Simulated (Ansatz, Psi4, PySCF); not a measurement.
C$_{4}$H$_{12}$GeO$_{2}$ (SMILES C[O][Ge]([CH3])([CH3])[O]C), singlet, at a GFN2-xTB geometry, atoms displaced at random by about 0.08 Å a coordinate. Base run: PySCF with PBE0/STO-3G, gradient.

PySCF was given this input:
```python
from pyscf import gto, scf, dft

mol = gto.M(
    atom='''
C    -1.99050565   -1.62980568   -0.96073455
O    -0.61183400   -0.99504658   -0.96944241
Ge   -0.13437713    0.17065844    0.25988550
C    -0.93550112    1.93683030   -0.19880260
C    -0.29795289   -0.49848806    2.01388850
O     1.50305483    0.49636225   -0.10780075
C     2.49660947   -0.51268247   -0.70415954
H    -1.78043163   -2.16292536   -1.94872820
H    -2.31362569   -2.09622279   -0.15690286
H    -2.61790253   -0.85488882   -1.20817007
H    -1.91956972    2.08641181    0.25086985
H    -0.33261930    2.87478882    0.41642731
H    -0.90253335    2.19054026   -1.07920931
H    -0.00733939   -1.51644751    2.13216213
H     0.28096594    0.06068852    2.71177334
H    -1.34750465   -0.57508104    2.45079612
H     3.38024439    0.06967278   -1.05341233
H     1.92200696   -1.14063375   -1.21652770
H     2.81540069   -1.12856250    0.28839623
''',
    basis='sto-3g',
    verbose=4,
)

mf = dft.RKS(mol)
mf.xc = 'pbe0'
mf.kernel()
g = mf.nuc_grad_method()
grad = g.kernel()
```

Programs used: Ansatz (a first-principles code), Psi4, PySCF; a row that names a program was run with it.

The coordinate followed is x of atom 18.

Each row names what was changed in the base input (with any setting that the change needs).

```csv
change,dE/dx (Eh/bohr),net force (Eh/bohr)
base,0.043566,0.000092
finite difference step (bohr) = 0.01; conv_tol = 1e-11,0.043566,-
density fitting = on; auxbasis_response = off,0.043578,0.004888
finite difference step (bohr) = 0.2; conv_tol = 1e-11,0.043409,-
code = psi4,0.043563,0.000226
conv_tol = 1e-6,0.043575,0.000092
grids.level = 1; grid_response = on,0.043608,0.000000
grids.level = 1; grid_response = off,0.043540,0.000677
density fitting = on,0.043567,0.000092
finite difference step (bohr) = 1e-4; conv_tol = 1e-11,0.043567,-
finite difference step (bohr) = 1e-5; conv_tol = 1e-11,0.043567,-
code = ansatz,0.043576,0.000000
```

The net force is zero for an exact gradient.
